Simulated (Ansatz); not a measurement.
Ansatz (a first-principles code) input (CCSD(T)/aug-cc-pVDZ):

Ansatz 0.2 input:
```yaml
crystal:
  periodic: [false, false, false]
  atoms:
    - {symbol: C, position_ang: [-2.46664310, -0.12406430, -0.80183038]}
    - {symbol: C, position_ang: [-1.26979689, -0.27901627, 0.13665101]}
    - {symbol: C, position_ang: [-0.78406701, 0.99585845, 0.75121877]}
    - {symbol: C, position_ang: [0.70347916, 1.08451596, 0.74422016]}
    - {symbol: C, position_ang: [1.16150457, -0.33326560, 0.33645066]}
    - {symbol: C, position_ang: [2.52628593, -0.38804328, -0.33274403]}
    - {symbol: C, position_ang: [0.00109040, -0.83482380, -0.53488037]}
    - {symbol: H, position_ang: [-2.76048344, -1.08780470, -1.22428432]}
    - {symbol: H, position_ang: [-2.22351846, 0.54958483, -1.62662205]}
    - {symbol: H, position_ang: [-3.32997309, 0.28745287, -0.27496265]}
    - {symbol: H, position_ang: [-1.56897238, -0.97776581, 0.93655356]}
    - {symbol: H, position_ang: [-1.44067824, 1.75335219, 1.15760074]}
    - {symbol: H, position_ang: [1.12969562, 1.40729256, 1.70025170]}
    - {symbol: H, position_ang: [1.05759239, 1.81606034, -0.00050093]}
    - {symbol: H, position_ang: [1.18973295, -0.94686431, 1.24401476]}
    - {symbol: H, position_ang: [3.30781321, -0.00029494, 0.32463320]}
    - {symbol: H, position_ang: [2.53150720, 0.21131605, -1.24718154]}
    - {symbol: H, position_ang: [2.79650409, -1.41133743, -0.60273564]}
    - {symbol: H, position_ang: [0.09230548, -0.40692979, -1.53982120]}
    - {symbol: H, position_ang: [-0.01264373, -1.92102863, -0.64146065]}
basis:
  gaussian:
    orbitals: aug-cc-pVDZ
magnetization: {spin_polarized: true, initial_magnetization: 1}
correlation: {method: ccsd_t, electrons: outside_noble_gas}
output: {forces: true}
```

End of the output:

```
mean field evaluation 16: about -7418.8943 eV, gradient 1.2e0 eV
mean field -7418.91705217 eV, -272.6401729447 hartree, gradient 2.0e-6 eV, S^2 0.765081; 0 other end points of the search recorded, 0 dependent functions left out
7 core orbitals not correlated
reference -7418.91705217 eV, -272.6401729447 hartree; 21, 20 occupied and 250, 251 virtual orbitals, 2759 factors
densities: 47.80 GiB planned
second order -27.33806851 eV of doubles, -0.00000000 eV of singles
coupled cluster: 34.01 GiB planned
cycle   1  -28.82131114 eV  change    -1.5e0 eV  update   1.1e-1
cycle   2  -29.56775041 eV  change   -7.5e-1 eV  update   3.2e-2
cycle   3  -29.70445700 eV  change   -1.4e-1 eV  update   1.4e-2
cycle   4  -29.70545000 eV  change   -9.9e-4 eV  update   4.8e-3
cycle   5  -29.70527987 eV  change    1.7e-4 eV  update   2.1e-3
cycle   6  -29.70520034 eV  change    8.0e-5 eV  update   7.9e-4
cycle   7  -29.70507832 eV  change    1.2e-4 eV  update   2.6e-4
cycle   8  -29.70510853 eV  change   -3.0e-5 eV  update   1.0e-4
cycle   9  -29.70509248 eV  change    1.6e-5 eV  update   4.0e-5
cycle  10  -29.70506324 eV  change    2.9e-5 eV  update   1.8e-5
cycle  11  -29.70507204 eV  change   -8.8e-6 eV  update   8.0e-6
cycle  12  -29.70507617 eV  change   -4.1e-6 eV  update   3.2e-6
perturbative correction -1.05260393 eV, -0.0386824808 hartree
the calculation of the forces begins
mean field evaluation 32: about -7418.9171 eV, gradient 2.0e-6 eV
1.61 GiB of device memory are held for the factors and their scratch space
Total energy: -7449.67473226 eV, -273.7704968398 hartree
Atom 0 at    -2.466643    -0.124064    -0.801830 Å, force     0.085309    -0.002771     0.045365 eV/Å
Atom 1 at    -1.269797    -0.279016     0.136651 Å, force    -0.119129    -0.236618    -0.091869 eV/Å
Atom 2 at    -0.784067     0.995858     0.751219 Å, force    -0.157829     0.128645     0.025753 eV/Å
Atom 3 at     0.703479     1.084516     0.744220 Å, force     0.315514     0.031557    -0.028819 eV/Å
Atom 4 at     1.161505    -0.333266     0.336451 Å, force    -0.017767     0.034024     0.008865 eV/Å
Atom 5 at     2.526286    -0.388043    -0.332744 Å, force    -0.051988     0.012327     0.008567 eV/Å
Atom 6 at     0.001090    -0.834824    -0.534880 Å, force    -0.016312     0.043351     0.023636 eV/Å
Atom 7 at    -2.760483    -1.087805    -1.224284 Å, force    -0.123696    -0.435259    -0.181794 eV/Å
Atom 8 at    -2.223518     0.549585    -1.626622 Å, force     0.131166     0.308744    -0.366554 eV/Å
Atom 9 at    -3.329973     0.287453    -0.274963 Å, force    -0.381632     0.181296     0.247860 eV/Å
Atom 10 at    -1.568972    -0.977766     0.936554 Å, force    -0.106738    -0.274416     0.316735 eV/Å
Atom 11 at    -1.440678     1.753352     1.157601 Å, force    -0.336723     0.382009     0.211715 eV/Å
Atom 12 at     1.129696     1.407293     1.700252 Å, force     0.176635     0.115525     0.407481 eV/Å
Atom 13 at     1.057592     1.816060    -0.000501 Å, force     0.137370     0.276024    -0.320804 eV/Å
Atom 14 at     1.189733    -0.946864     1.244015 Å, force    -0.003573    -0.273262     0.406302 eV/Å
Atom 15 at     3.307813    -0.000295     0.324633 Å, force     0.341719     0.173535     0.302636 eV/Å
Atom 16 at     2.531507     0.211316    -1.247182 Å, force    -0.019079     0.275389    -0.405632 eV/Å
Atom 17 at     2.796504    -1.411337    -0.602736 Å, force     0.112055    -0.461975    -0.112761 eV/Å
Atom 18 at     0.092305    -0.406930    -1.539821 Å, force     0.042213     0.226400    -0.454512 eV/Å
Atom 19 at    -0.012644    -1.921029    -0.641461 Å, force    -0.007516    -0.504526    -0.042169 eV/Å
Dipole moment:     0.025863    -0.040612     0.019821 e Å
```

It need not be the lowest isomer of its formula.
